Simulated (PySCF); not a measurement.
Ligands exchanged one at a time, In NH2-SH. All species are isolated molecules in the gas phase. One relaxed conformer stands for each flexible species; it need not be the lowest. Strings in code marks are SMILES.

Computed with B3LYP-D3(BJ)/def2-TZVP (PySCF). B3LYP has the VWN-RPA correlation part, as in Gaussian. Delta-SCF ions had no search for a lower state. Excitations are Tamm–Dancoff values on a coarser integration grid. The basis has no diffuse functions, so Rydberg states are missing or too high.

| species | S1–T1 gap (TDA) (eV) | vertical ionisation energy (Delta-SCF) (eV) | S1 excitation (TDA) (eV) | S1 oscillator strength | LUMO (eV) |
|---|---|---|---|---|---|
| 0 of 3 NH2 replaced by SH | 0.64 | (withheld) | 4.57 | (withheld) | -1.07 |
| 1 of 3 NH2 replaced by SH (`[SH][In]([NH2])[NH2]`) | 0.47 | – | 4.48 | 0.008 | -1.39 |
| 2 of 3 NH2 replaced by SH (`[In]([SH])([SH])[NH2]`) | 0.48 | 9.08 | (withheld) | 0.000 | -1.79 |
| 3 of 3 NH2 replaced by SH | 0.31 | (withheld) | 4.16 | 0.000 | -2.16 |

**Question.** Some entries are withheld; supply them.

**Answer.** 
- 0 of 3 NH2 replaced by SH, vertical ionisation energy (Delta-SCF) (eV): 8.69
- 0 of 3 NH2 replaced by SH, S1 oscillator strength: 0.032
- 2 of 3 NH2 replaced by SH (`[In]([SH])([SH])[NH2]`), S1 excitation (TDA) (eV): 4.32
- 3 of 3 NH2 replaced by SH, vertical ionisation energy (Delta-SCF) (eV): 9.28
